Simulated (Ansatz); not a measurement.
Two isomers of C2H5ClO2Si: A = `O[SiH2]/C(O)=C\Cl`, B = `O=CC(Cl)O[SiH3]`.

Calculated with Ansatz (gas phase, PBE0-D4/def2-TZVP geometries, no zero-point term in ΔE). CCSD(T)/CBS is the MP2 limit (def2-TZVPP, def2-QZVPP) plus CCSD(T) − MP2 in def2-TZVPP, frozen cores. Functionals use def2-TZVPP. B3LYP here is the variant with VWN-RPA as its local correlation; programs differ in this. Each species was taken in one conformer, which may not be the lowest.

A:

```xyz
11

O     1.957    0.370   -0.525
Si    0.338    0.586   -0.822
C    -0.336   -0.429    0.604
O     0.557   -1.024    1.435
C    -1.642   -0.574    0.813
Cl   -2.764    0.190   -0.253
H     2.612    0.769   -1.097
H    -0.038    2.019   -0.744
H    -0.042    0.044   -2.151
H     1.444   -0.805    1.123
H    -2.087   -1.146    1.617
```

B:

```xyz
11

O    -0.021   -2.513   -1.742
C    -0.180   -1.338   -1.599
C     0.390   -0.562   -0.426
Cl    1.780    0.370   -1.122
O    -0.577    0.258    0.079
Si   -0.390    1.235    1.419
H    -0.759   -0.710   -2.305
H     0.829   -1.237    0.313
H     0.370    0.485    2.452
H     0.327    2.481    1.064
H    -1.767    1.530    1.867
```

(1) Which isomer does CCSD(T)/CBS put lower? Give the gap. (Estimate.)

(2) Give E(B) − E(A) in kcal/mol with MP2/def2-TZVPP, PBE0-D4, ωB97M-V, CCSD/def2-TZVPP, CCSD(T)/def2-TZVPP, B3LYP, B3LYP-D4. (Estimate.)

Largest T1 diagnostic: 0.013.

Results:

(1) The calculation gave: A, by 11.8 kcal/mol.

(2) The calculation gave: MP2/def2-TZVPP 11.3, PBE0-D4 12.1, ωB97M-V 11.1, CCSD/def2-TZVPP 9.2, CCSD(T)/def2-TZVPP 9.7, B3LYP 9.2, B3LYP-D4 9.7. None reverses the order clearly.

In def2-TZVPP, CCSD(T) changes the Hartree–Fock value by +6.6 kcal/mol (the triples alone add +0.6 kcal/mol) and MP2 by +8.2 kcal/mol.
